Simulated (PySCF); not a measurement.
# Computed records: GeH6OSi, ClGeH4OSi

Computed with PySCF 2.14.0. Calculation on a computer-drawn molecule: the log of a Hartree-Fock and frozen-core CCSD(T) single point meant for a local Hartree-Fock minimum, with one planted fault or none, to be diagnosed. Offsets are logged minus clean, where the clean run is the same molecule without the fault. The reference is restricted for singlets and unrestricted otherwise, and also for a bond in bohr or an excited solution. Adding or removing an electron swaps singlet and doublet. The excited solution moves the top pair (singlet) or top alpha electron (doublet) to the lowest empty orbital. Highest occupied and lowest empty are orbital energies over both spins, largest force is the largest gradient component, triples share is (T) over the correlation energy, the T1 limit is 0.02 restricted and 0.045 unrestricted, electrons count all cores, a negative frequency is imaginary (commonest isotopes), and the dipole is about the centre of nuclear charge; on germanium a core potential holds 10 electrons, which the energies leave out, and 3d is frozen in MP2 and coupled-cluster steps.

Common to all runs: meant multiplicity 1; meant basis cc-pV(D+d)Z; meant basis and core potential on germanium cc-pVDZ-PP ECP10MDF; logged SCF converged yes; logged CC converged yes; logged SCF stable within its kind yes; possible faults no fault, one electron removed, one electron added, multiplicity raised by two, geometry at a saddle point, SCF held on an excited solution, minimal basis STO-3G, one bond length entered in bohr, all coordinates scaled.

(1) GeH6OSi

Logged structure:
```xyz
9
GeH6OSi
O      0.3914     0.3780     0.5026
Si     0.7386     0.9832    -0.9992
Ge    -1.1965     1.9750    -2.0282
H     -0.2591    -0.3022     0.5888
H      1.7883     1.9987    -0.7941
H      1.2576    -0.0797    -1.8936
H     -0.8657     2.4686    -3.4431
H     -2.3336     0.9470    -2.1407
H     -1.7169     3.1642    -1.2113
```

```
meant charge                         : 0
logged electrons                     : 61
logged basis functions               : 90
logged spin squared                  : 0.7587
logged highest occupied              : 2.2919 eV
logged lowest empty                  : 8.9128 eV
logged largest force                 : 0.035392 hartree/bohr
logged T1 diagnostic                 : 0.015909
logged D1 diagnostic                 : 0.062937
logged triples share                 : 0.024871
logged dipole magnitude              : 2.3803 debye
logged energy HF                     : -660.60251 hartree
logged energy CCSD(T)                : -661.07232 hartree
planted fault                        : one electron added
HF energy offset from clean run      : 64.02 kcal/mol
CCSD(T) energy offset from clean run : 49.89 kcal/mol
```

Drawn bonds:
```csv
atom,other atom,order
1,2,1
2,3,1
1,4,1
2,5,1
2,6,1
3,7,1
3,8,1
3,9,1
```

Notes: highest electron not bound in this basis.

(2) ClGeH4OSi

Logged structure:
```xyz
8
ClGeH4OSi
O     -0.8055    -1.9345    -0.3971
Si     0.3576    -0.8331    -0.5742
Cl     2.2346    -1.4518    -0.1524
Ge    -0.2950     0.5341     1.3501
H     -0.9355    -2.7069    -0.9360
H      0.3193    -0.0313    -1.7916
H     -0.8044     1.9671     1.3152
H     -0.2467    -0.0266     2.7626
```

```
meant charge                         : 1
logged electrons                     : 74
logged basis functions               : 103
logged spin squared                  : 2.0117
logged highest occupied              : -13.601 eV
logged lowest empty                  : -8.3339 eV
logged largest force                 : 0.052273 hartree/bohr
logged T1 diagnostic                 : 0.021354
logged D1 diagnostic                 : 0.12332
logged triples share                 : 0.026994
logged dipole magnitude              : 2.2768 debye
logged energy HF                     : -1118.72223 hartree
logged energy CCSD(T)                : -1119.27231 hartree
planted fault                        : multiplicity raised by two
HF energy offset from clean run      : 68.34 kcal/mol
CCSD(T) energy offset from clean run : 66.9 kcal/mol
```

Drawn bonds:
```csv
atom,other atom,order
1,2,1
2,3,1
2,4,1
1,5,1
2,6,1
4,7,1
4,8,1
```
